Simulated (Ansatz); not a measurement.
`C[O][GeH2][Cl]` + H₂ → `C[O][GeH3]` + HCl at 400 K and 1 bar (hydrogenolysis of a Ge–Cl bond).

Computed with Ansatz on PBE0-D4/def2-TZVP structures; ΔE is electronic, products minus reactants. CCSD(T)/CBS is the MP2 limit (def2-TZVPP, def2-QZVPP) plus CCSD(T) − MP2 in def2-TZVPP, frozen cores. This one scheme is used for every species. For Ge outer-core shells are correlated without core-valence functions, which leaves a few kJ/mol of doubt a bond. Scalar relativity is left out up to krypton. One conformer a species, not always the lowest.

| species | CCSD(T)/CBS energy (Eh) | H − E (kJ/mol) | S (J/(mol·K)) |
| --- | --- | --- | --- |
| `C[O][GeH2][Cl]` | -2652.16457 | 184.8 | 382.8 |
| H₂ | -1.17544 | 38.0 | 139.0 |
| `C[O][GeH3]` | -2192.93708 | 196.5 | 334.6 |
| HCl | -460.38127 | 29.6 | 195.4 |

H − E and S are ideal-gas, rigid-rotor, harmonic terms from PBE0-D4/def2-TZVP, for one conformer and one mirror image of each species. The MP2-based limit puts H₂ 0.8 mEh under its directly extrapolated value; such offsets cancel only in part. 1 Eh = 2625.50 kJ/mol, R = 8.31446 J/(mol·K).

Task: By hand: ΔE, ΔH, ΔS and ΔG.

Result: ΔE = (-2192.93708) + (-460.38127) − (-2652.16457) − (-1.17544) = 0.02166 Eh = 56.9 kJ/mol. Δ(H − E) = 196.5 + 29.6 − 184.8 − 38.0 = 3.3, so ΔH = 60.2 kJ/mol. ΔS = 334.6 + 195.4 − 382.8 − 139.0 = 8.2 J/(mol·K). ΔG = 60.2 − 400 × (8.2)/1000 = 56.9 kJ/mol.

Task: By hand: the equilibrium constant, and the temperature at which ΔG would vanish if ΔH and ΔS stayed fixed.

Result: log₁₀ K = −ΔG/(RT ln 10) = -7.4. ΔG = 0 at ΔH/ΔS = 7341 K, far beyond where these terms or the molecules hold.

The number of gas molecules stays the same, so ΔS is small and ΔH decides. A doubt of 5 kJ/mol in ΔE shifts log₁₀ K by 0.7 here. Other conformers and mirror images would add mixing entropy, several J/(mol·K) or more a flexible species. Modes under 60 cm⁻¹, often nearly free rotors, make the harmonic entropy too high. These are equilibria of isolated gas molecules and say nothing of rates. Largest T1 diagnostic: 0.011 (customary marks: 0.02 for closed shells, 0.045 for open ones).
